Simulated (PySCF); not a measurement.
C₃H₉FOSi, SMILES CC(C)(F)[SiH2]O. Geometry: PBE-D3(BJ)/def2-SVP. The structure was generated by enumeration, and PubChem lists no compound with its InChIKey, so it may never have been made. The values are those of a single conformer.

Task: Give the equilibrium geometry at PBE-D3(BJ)/def2-SVP (PySCF confirms it by a frequency run) as bond lengths and angles. (An estimate is asked for; the answer gives what the named calculation found.)

Result: This is not unique; one that fits is 
Atoms: C1 C2 C3 F4 Si5 O6 H7 H8 H9 H10 H11 H12 H13 H14 H15. Bond lengths (Å): C1–C2 1.521, C1–H7 1.110, C1–H8 1.108, C1–H9 1.109, C2–C3 1.519, C2–F4 1.445, C2–Si5 1.925, C3–H10 1.108, C3–H11 1.109, C3–H12 1.111, Si5–O6 1.684, Si5–H13 1.501, Si5–H14 1.508, O6–H15 0.977. Bond angles (°): C2–C1–H7 110.3, C2–C1–H8 110.8, C2–C1–H9 110.6, H7–C1–H8 108.6, H7–C1–H9 108.4, H8–C1–H9 108.0, C1–C2–C3 113.4, C1–C2–F4 106.7, C1–C2–Si5 112.7, C3–C2–F4 107.4, C3–C2–Si5 115.1, F4–C2–Si5 100.2, C2–C3–H10 111.2, C2–C3–H11 110.5, C2–C3–H12 110.5, H10–C3–H11 108.2, H10–C3–H12 108.3, H11–C3–H12 108.0, C2–Si5–O6 105.7, C2–Si5–H13 113.3, C2–Si5–H14 107.7, O6–Si5–H13 107.1, O6–Si5–H14 113.1, H13–Si5–H14 110.0, Si5–O6–H15 109.6.
